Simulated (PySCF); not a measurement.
# GeB⁺: energy against distance

Set-up: PySCF, no relativity, basis sets Ge def2-TZVPPD, B def2-TZVPPD. Energies in eV from Ge⁺ + B in their ground configurations at the same level. All curves are PBE0. state 1: ³Π (triplet), unpaired electrons σ ↑, π ↑; state 2: Ms = 0 determinant of mixed spin (⟨S²⟩ near 1.0), unpaired electrons σ ↓, π ↑, a second solution, started from another occupation; state 3: ³Σ⁻ (triplet), unpaired electrons π ↑↑, a second solution, started from another occupation; state 4: Ms = 0 determinant of mixed spin (⟨S²⟩ near 1.0), unpaired electrons π ↑↓, a mixture of terms (⟨Lz²⟩ = 2.0), a second solution, started from another occupation.

```json
{"R (Å)": "1.880", "state 1": "-1.996", "state 2": "-1.782", "state 3": "-2.226", "state 4": "-1.969"}
{"R (Å)": "1.967", "state 1": "-2.321", "state 2": "-2.118", "state 3": "-2.308", "state 4": "-2.070"}
{"R (Å)": "2.055", "state 1": "-2.495", "state 2": "-2.303", "state 3": "-2.277", "state 4": "-2.055"}
{"R (Å)": "2.120", "state 1": "-2.554", "state 2": "-2.369", "state 3": "-2.205", "state 4": "-1.992"}
{"R (Å)": "2.186", "state 1": "-2.568", "state 2": "-2.390", "state 3": "-2.105", "state 4": "-1.901"}
{"R (Å)": "2.252", "state 1": "-2.550", "state 2": "-2.378", "state 3": "-1.989", "state 4": "-1.791"}
{"R (Å)": "2.339", "state 1": "-2.491", "state 2": "-2.324", "state 3": "-1.820", "state 4": "-1.629"}
{"R (Å)": "2.448", "state 1": "-2.385", "state 2": "-2.222", "state 3": "-1.605", "state 4": "-1.419"}
{"R (Å)": "2.579", "state 1": "-2.235", "state 2": "-2.074", "state 3": "-1.362", "state 4": "-1.178"}
{"R (Å)": "2.754", "state 1": "-2.031", "state 2": "-1.872", "state 3": "-1.083", "state 4": "-0.899"}
```

Problem. Put a parabola through the three lowest points of the state 1 curve and estimate Re, k and ωe (reduced mass 9.582 u; 1 eV/Å² = 0.16022 mdyn/Å; ωe = 1302.8·√(k/μ) cm⁻¹).

Solution. Through R = 2.12, 2.186, 2.252 Å the second-order coefficient is 3.67 eV/Å², so Re ≈ 2.182 Å, k ≈ 1.18 mdyn/Å and ωe ≈ 457 cm⁻¹. A polynomial fit of higher order to the unrounded PBE0 energies gives Re = 2.179 Å, k = 1.25 mdyn/Å, ωe = 470 cm⁻¹; anharmonicity and rounding make the difference.

The higher-order fit for each curve: state 1: Re = 2.179 Å, ωe = 470 cm⁻¹, De = 2.57 eV; state 2: Re = 2.191 Å, ωe = 464 cm⁻¹, minimum 2.39 eV below the ground-state fragments; state 3: Re = 1.982 Å, ωe = 623 cm⁻¹, minimum 2.31 eV below the ground-state fragments; state 4: Re = 1.996 Å, ωe = 610 cm⁻¹, minimum 2.08 eV below the ground-state fragments.

Spin–orbit coupling is left out. For an ion De counts to the pair picked by the measured ionisation energies or electron affinities, which need not be the lowest pair at this level. The state is the lowest determinant that a PBE0 search found; another state may lie lower at other levels.
